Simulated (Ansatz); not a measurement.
Frontier orbitals of C2H7NSi (`C/C=N\[SiH3]`).

```xyz
11

C    -1.060   -1.086    0.478
C    -1.036    0.403    0.350
N    -0.102    1.143   -0.053
Si    1.498    0.804   -0.617
H    -1.272   -1.362    1.515
H    -1.879   -1.493   -0.124
H    -0.122   -1.545    0.167
H    -1.975    0.891    0.658
H     1.912   -0.632   -0.656
H     2.436    1.529    0.276
H     1.599    1.348   -1.994
```

Charge 0, multiplicity 1. Geometry: relaxed with PBE0-D4/def2-TZVP. Basis def2-TZVPP, Ansatz.

Orbital energies of one run (eV). Highest occupied ones, from the top: -6.69, -8.49, -9.35, -9.98, -10.62, -11.90, -12.03, -12.65, -14.12, -16.53, -20.27, -24.64, -98.77, -98.77. Empty: -0.86, 0.53, 1.14, 1.52, 1.67, 1.92.

**Question.** Which functional gave them?
A. BLYP
B. LC-ωPBE
C. revPBE
D. B3LYP

**Answer.** D. HOMO energies: B3LYP -6.69, LC-ωPBE -9.62, BLYP -5.44, revPBE -5.50 eV.

B3LYP here is the variant with VWN-RPA as its local correlation; programs differ in this. LC-ωPBE has ω = 0.4 bohr⁻¹.
